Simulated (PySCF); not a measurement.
**Steps of a relaxation of [Hf(SH)2]2+**

[Hf(SH)2]2+ (singlet). PySCF 2.14.0, RKS PBE0, Hf def2-SVP with ECP60, S def2-SVP, H def2-SVP; non-relativistic Hamiltonian with scalar-relativistic core potentials where named; density fitting; no spin-orbit coupling. Origin of the start: template. Columns: position (Å) and force (eV/Å). Energies are counted from the last step; some of the 12 steps are shown. Forces carry noise of the integration grid, about 0.01 to 0.03 eV/Å.

Run from Python with OMP_NUM_THREADS=2. Where DIIS fails, smearing, a level shift and second-order steps follow.
It took 22 s on 2 threads of Arm Neoverse V2, with other jobs on the host, from the converged density of the start.

```xyz
5
step 0  E = 1.133 eV
Hf    0.0000    0.0000   -0.2603     0.00    0.00   -0.30
S     2.2372    0.0000    0.7409    -2.12    0.23    0.89
H     3.0513   -0.3365   -0.2705     0.21   -0.19   -0.74
S    -2.2372    0.0000    0.7409     2.12   -0.23    0.89
H    -3.0513    0.3365   -0.2705    -0.21    0.19   -0.74
```

```xyz
5
step 4  E = 0.014 eV
Hf    0.0000    0.0000   -0.7926     0.00    0.00    0.54
S     1.6567   -0.0740    0.8255     0.03   -0.03   -0.52
H     2.6886   -0.2423   -0.0889    -0.24    0.05    0.25
S    -1.6567    0.0740    0.8255    -0.03    0.03   -0.52
H    -2.6886    0.2423   -0.0889     0.24   -0.05    0.25
```

```xyz
5
step 7  E = 0.001 eV
Hf    0.0000    0.0000   -0.7796     0.00    0.00    0.02
S     1.6579   -0.0551    0.8142     0.01   -0.01   -0.06
H     2.6805   -0.2531   -0.0841    -0.02    0.01    0.05
S    -1.6579    0.0551    0.8142    -0.01    0.01   -0.06
H    -2.6805    0.2531   -0.0841     0.02   -0.01    0.05
```

Problem. Where does the relaxation end?

Solution. It converges at step 11 in C2, nearly C2v:
```xyz
5
step 11  E = 0
Hf    0.0000    0.0000   -0.7951
S     1.6527   -0.0889    0.8020
H     2.7078   -0.2346   -0.0641
S    -1.6527    0.0889    0.8020
H    -2.7078    0.2346   -0.0641
```

Problem. How did the contacts change?

Solution. 
```tsv
contact	start (Å)	end (Å)
Hf1–S2 (SH)	2.451	2.300
Hf1–S4 (SH)	2.451	2.300
```
